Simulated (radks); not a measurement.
Numerical settings for neutral rhenium, [Xe] 4f14 5d5 6s2. Method: Dirac Kohn-Sham, PBE, spin-unpolarised, spherical densities, finite nucleus; open shells fill j = l - 1/2 first; Fermi nuclear charge, rms radius 5.3698 fm; computed with a radial shooting solver on a logarithmic mesh with Libxc functionals. The defaults (mesh step 0.008 in ln r, mesh end at 40 bohr or more with all orbitals vanishing there, Anderson mixing 0.5 over 9 steps, residual threshold near 1e-9 with the energy settled to 1e-9 hartree or 1e-11 of itself, here a cap of 67 iterations) give E = -16715.020 hartree and 5d5/2 at -4.808 eV in 15 iterations. Run on one thread of a shared host, so times are rough (Intel(R) Xeon(R) 6975P-C): 0.13 s of CPU time, 0.13 s wall, 15 iterations on 2440 mesh points. Changes against that run (0 stands for a change within the tolerance of the run):

setting	iterations	converged	E (mhartree)	e(5d5/2) (meV)	CPU (s)
mesh step in ln r 0.2	4	no	diverged	-	0.01
mesh step in ln r 0.003	16	yes	0	0	0.34
mesh step in ln r 0.005	15	yes	0	0	0.2
mesh end (bohr) 12	15	yes	+0.0211	+2.24	0.12
mesh end (bohr) 2	14	level above zero	+1.75e+04	+7.13e+04	0.09
residual threshold 0.1	10	yes	0	+0.119	0.1
residual threshold 0.001	10	yes	0	+0.119	0.1
mixing 1.5	16	yes	0	0	0.13
linear mixing, mixing 0.2	67	no	0	0	0.41
linear mixing, mixing 1	67	no	+3.65e+05	-1.1e+06	2.6
mixing history 20	21	yes	0	0	0.16
iteration cap 5	5	no	+0.352	+33.2	0.06

Settled on a wrong energy, with an occupied level pushed above zero by the early mesh end: mesh end (bohr) 2 (+17.5 hartree). Apart from these: no run marked as converged misses the energy by more than 1 mhartree. A mesh that ends early acts as a hard wall.
